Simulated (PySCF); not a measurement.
Isomers of C3H8BFO, one conformer each. Method: core-valence-separated Tamm–Dancoff BHandHLYP/aug-pcX-1 (pcseg-1 on H) in PySCF, non-relativistic, gas phase, PBE0-D3(BJ)/def2-SVP geometry. The energies are unshifted.

P. `CCB(F)OC`
Q. `BOC(C)(C)F`

Main lines, eV (oscillator strength):
1. C K: 284.9 (0.011), 285.2 (0.006), 285.4 (0.005), 285.8 (0.021), 286.0 (0.027); O K: 532.7 (0.025), 533.9 (0.003), 534.1 (0.017), 535.2 (0.006); F K: 685.5 (0.017), 688.1 (0.002), 688.3 (0.004)
2. C K: 285.5 (0.027), 286.0 (0.022), 286.4 (0.062), 286.5 (0.041), 287.2 (0.007); O K: 531.5 (0.025), 534.9 (0.029), 535.8 (0.006); F K: 686.2 (0.034), 686.6 (0.006), 688.3 (0.004)
Listed: the first five lines at most of each edge with a tenth or more of its strongest line's intensity; roots within 0.03 eV on the same or equivalent atoms are summed. Only the lowest roots were sought, and the top ones are left out.

**Question.** Which spectrum belongs to which isomer?

**Answer.** 1 = P, 2 = Q.
- P: first C line listed at 284.9 eV, hole on the sp3 carbon bound to boron; first O line listed at 532.7 eV, hole on the boron-bound oxygen; first F line listed at 685.5 eV, hole on the boron-bound fluorine.
- Q: first C line listed at 285.5 eV, hole on the methyl carbon; first O line listed at 531.5 eV, hole on the boron-bound oxygen; first F line listed at 686.2 eV, hole on the alkyl fluorine.

**Question.** What are the ground-state energies of the isomers at BHandHLYP/aug-pcX-1 (pcseg-1 on H), relative to the lowest?

**Answer.** P 0.0, Q 206.0 kJ/mol (electronic energies on these geometries, no dispersion or zero-point terms).
